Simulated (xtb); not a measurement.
C3H5O, doublet, at a GFN2-xTB geometry. Base run: GFN2-xTB run with xtb.

Here is a job for xtb.
```
$ xtb mol.xyz --gfn 2 --uhf 1 --json

# file mol.xyz
9

C     -1.74415870    -0.09615489    -0.20113188
C     -0.28119385    -0.45077827    -0.44746320
C      0.66303993     0.42069438     0.29960162
O      1.82804539     0.32539415     0.52553050
H     -2.39069958    -0.73833031    -0.79414626
H     -1.99575719    -0.22775348     0.84805044
H     -1.93669820     0.93789827    -0.47435288
H     -0.08975183    -1.49732586    -0.18280424
H     -0.03758054    -0.32020926    -1.50703030
```

Each row names what was changed in the base input (with any setting that the change needs).

| change | ΔE vs base (mEh) | dipole (D) | G_solv (kcal/mol) | SCF cycles |
|---|---|---|---|---|
| base | 0.000 | 2.84 | - | 11 |
| gbsa = water | -3.452 | 3.41 | -2.93 | 10 |
| alpb = dmf | -8.821 | 3.19 | -5.83 | 10 |
| etemp = 1000 | -0.002 | 2.84 | - | 11 |
| etemp = 5000 | -5.933 | 2.93 | - | 11 |
| alpb = methanol | -6.492 | 3.35 | -4.70 | 10 |
| acc = 1000 | 0.000 | 2.85 | - | 6 |
| file = coord | 0.000 | 2.84 | - | 11 |

ALPB and GBSA are two models with their own fitted parameters for each solvent, which aren't always the measured dielectric constant.
